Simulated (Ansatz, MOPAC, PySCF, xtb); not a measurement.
Spectroscopic constants of ZnO, closed-shell singlet (the spin of the measured ground state). No spin–orbit coupling. Zn is treated without relativity.

The constants come from a fifth-degree fit in 1/R (seven points, main isotopes). In def2 and cc sets the state is the lowest found near the PBE0 minimum, followed along R. The singlet is held restricted. HF and MP2 rows in def2 and cc sets belong to the determinant that coupled cluster picked by its CCSD energy.

Codes used: Ansatz (Gaussian basis) for Hartree–Fock, density functionals and correlated methods; MOPAC for AM1, PM3, PM6, PM7 (differences of heats of formation); PySCF for 3-21G rows, LANL2DZ rows; xtb for the GFN methods. Values without a source in brackets are computed.

```
level                                r_e (Å)  ω_e (cm⁻¹)  α_e (cm⁻¹)  B_e (cm⁻¹)  D_e (eV)  dipole (D)
-----------------------------------  -------  ----------  ----------  ----------  --------  ----------
AM1                                    1.713         722      0.0016       0.449         -           -
PM3                                    1.625         863      0.0020       0.499         -           -
PM6                                    1.780         592      0.0018       0.416         -           -
PM7                                    1.768         421      0.0027       0.422         -           -
GFN1-xTB                               1.634         771      0.0054       0.493         -           -
HF/3-21G                               1.679         756      0.0048       0.468         -        5.19
HF/def2-TZVPP                          1.738         636      0.0064       0.436         -           -
HF/def2-QZVPP                          1.731         663      0.0060       0.440         -           -
SVWN5/def2-TZVPP                       1.670         803      0.0037       0.473      2.77        5.13
BP86/LANL2DZ                           1.765         707      0.0036       0.423         -        5.30
r2SCAN/def2-TZVPP                      1.686         782      0.0038       0.463      1.58        5.45
B97M-V/def2-TZVPP                      1.696         752      0.0041       0.458      1.40        5.22
B3LYP/LANL2DZ                          1.764         696      0.0038       0.423         -        5.55
B3LYP/def2-TZVPP                       1.712         730      0.0040       0.450      1.21        5.55
PBE0/def2-TZVPP                        1.698         758      0.0039       0.457      1.18        5.82
BHLYP/def2-TZVPP                       1.710         726      0.0044       0.451      0.34        6.18
CAM-B3LYP/def2-TZVPP                   1.694         763      0.0040       0.459      1.14        5.88
wB97X-V/def2-TZVPP                     1.692         775      0.0039       0.461      1.22        6.19
wB97M-V/def2-TZVPP                     1.697         761      0.0040       0.458      1.16        6.08
B2PLYP/def2-TZVPP                      1.700         785      0.0033       0.456         -           -
MP2/def2-TZVPP                         1.670         928      0.0016       0.473         -           -
MP2/def2-QZVPP                         1.669         924      0.0016       0.473         -           -
MP2/CBS(def2-TZVPP, def2-QZVPP)        1.671         911      0.0015       0.472         -           -
SCS-MP2/def2-TZVPP                     1.685         890      0.0018       0.464         -           -
SCS-MP2/def2-QZVPP                     1.684         887      0.0017       0.464         -           -
CCSD/def2-TZVPP                        1.724         699      0.0039       0.444      0.91           -
CCSD/def2-QZVPP                        1.712         723      0.0041       0.450      1.11           -
CCSD(T)/def2-TZVPP                     1.717         719      0.0044       0.447      1.36           -
CCSD(T)/def2-QZVPP                     1.707         745      0.0043       0.452      1.58           -
CCSD(T)/CBS(def2-TZVPP, def2-QZVPP)    1.704         750      0.0044       0.454      1.65           -
```

D_e counts from each atom's lowest state at the same level, without counterpoise or zero-point energy.

Correlated levels freeze the inner cores; with def2 sets outer-core shells near the valence are correlated too. CBS(a, b) extrapolates the correlation energy as X⁻³ and adds the Hartree–Fock energy of set b. Rows in 3-21G, LANL2DZ carry no dispersion term and start afresh at each structure; the Pople sets are all-electron and without relativity. LANL2DZ brings its own core potentials from Na on. The state reached by AM1, PM3, PM6, PM7 isn't checked; PM7 holds dispersion and hydrogen-bond terms.

Doubts at one or more of the structures used: a restricted determinant that unrestricted orbitals would lower (HF/def2-TZVPP, HF/def2-QZVPP, B2PLYP/def2-TZVPP, MP2/def2-TZVPP, MP2/def2-QZVPP, MP2/CBS(def2-TZVPP, def2-QZVPP), SCS-MP2/def2-TZVPP, SCS-MP2/def2-QZVPP, CCSD/def2-TZVPP, CCSD/def2-QZVPP, CCSD(T)/def2-TZVPP, CCSD(T)/def2-QZVPP, CCSD(T)/CBS(def2-TZVPP, def2-QZVPP)).

Ansatz is a quantum-chemistry and plane-wave program.
